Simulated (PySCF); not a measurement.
C5H10Se: core ionisation energies

Compound: C₅H₁₀Se.
SMILES with atom numbers: `[CH3:1][CH2:2][CH2:3][CH2:4][CH:5]=[Se:6]`

Geometry (PBE0-D3(BJ)/def2-SVP, Å), atoms numbered from 1 in this order:
```
atom  x, y, z in Å
C1    -2.4016    0.2884   -0.3459
C2    -1.1517   -0.0645    0.4435
C3     0.1321    0.1330   -0.3505
C4     1.3897   -0.2123    0.4528
C5     2.6336   -0.0542   -0.3442
Se6    3.9823    1.0037    0.0229
H7    -2.3862    1.3419   -0.6682
H8    -3.3131    0.1371    0.2517
H9    -2.4913   -0.3315   -1.2524
H10   -1.1053    0.5469    1.3616
H11   -1.2087   -1.1132    0.7850
H12    0.0979   -0.4810   -1.2682
H13    0.2022    1.1815   -0.6886
H14    1.4483    0.3988    1.3666
H15    1.3235   -1.2723    0.7685
H16    2.6766   -0.6609   -1.2630
```

Computed with delta-SCF UKS SCAN, pcX-2 on the ionised atom, pcseg-1 elsewhere, spin-free X2C in PySCF 2.14.0. Each binding energy is the total energy of the core-ionised species, with the hole localised on one atom, minus that of the ground state; both are solved self-consistently, so orbital relaxation is included.

Problem. Give the core binding energies atom by atom.

Solution. 
```
atom(s)       environment  level  binding energy (eV)  above the level's lowest (eV)  count
     C1     methyl carbon   C 1s               290.73                           0.00      1
     C2  chain CH2 carbon   C 1s               290.75                          +0.02      1
     C3  chain CH2 carbon   C 1s               290.76                          +0.03      1
     C4  chain CH2 carbon   C 1s               290.96                          +0.23      1
```

The 4 C 1s values lie within 0.23 eV of each other; Gaussian lines of 0.5 eV full width would blend them into one maximum.

Problem. What is the longest wavelength that can ionise C 1s of C1 vertically?

Solution. λ = hc/E = 12398.42 eV Å / 290.73 eV = 42.646 Å.

The list is incomplete; no value stands for C 1s of C5 (hole states with ⟨S²⟩ of 1 or more are left out). No level of selenium is listed. Geometry: PBE0-D3(BJ)/def2-SVP, one conformer, isolated molecule.
